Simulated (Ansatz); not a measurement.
Geometry optimisation, UKS r2SCANh-D4/STO-3G (Ansatz 0.2.0).

The input (input.yaml):

```yaml
crystal:
  periodic: [false, false, false]
  atoms:
    - { symbol: Al, position_ang: [-0.721734, 0.172219, -0.175057] }
    - { symbol: F, position_ang: [2.059954, -1.033456, 0.281953] }
    - { symbol: O, position_ang: [-0.746578, 0.142811, -1.861674] }
    - { symbol: O, position_ang: [-1.724854, -0.880142, 0.6772] }
    - { symbol: H, position_ang: [2.335417, -0.23459, 0.718886] }
    - { symbol: Cl, position_ang: [0.502389, 1.64473, 0.882773] }
    - { symbol: H, position_ang: [-0.110127, 0.860668, -2.182069] }
    - { symbol: H, position_ang: [-1.594466, -0.672239, 1.657989] }
magnetization:
  spin_polarized: true
basis:
  gaussian: { orbitals: STO-3G }
hamiltonian:
  xc: r2scanh
  dispersion: d4
relax:
  f_tol: 0.03
  max_steps: 50
```

Command:

```bash
$ ansatz run input.yaml --threads 1 --pin off --max-ram 2048MiB --backend cpu --events-out ev --progress --plain --runs-dir out
```

Where does it end, and by what steps?

The forces met the threshold. Limits of this set-up: minimal basis. After 11 steps the energy has fallen by 1.552 eV; F2 moved furthest, 0.82 Å. Joined: Al1–F2.

```tsv
step	energy less start (eV)	largest force component (eV/Å)	accepted
0	0.0000	1.847	yes
1	-0.2677	0.750	yes
2	-0.5317	1.409	yes
3	-1.0009	1.769	yes
4	-1.3500	0.870	yes
5	-1.4434	1.352	yes
6	-1.4406	1.277	no
7	-1.5253	0.301	yes
8	-1.5426	0.229	yes
9	-1.5462	0.366	yes
10	-1.5330	0.848	no
11	-1.5519	0.019	yes
```

```xyz
8
Properties=species:S:1:pos:R:3
Al -0.364 -0.027 -0.146
F 1.276 -0.832 0.136
O -0.570 0.133 -1.820
O -1.520 -0.902 0.730
H 1.633 0.005 0.610
Cl 0.703 1.592 0.910
H 0.138 0.790 -2.128
H -1.296 -0.761 1.708
```

Time of the run: 73 s on 1 CPU thread of a shared host.
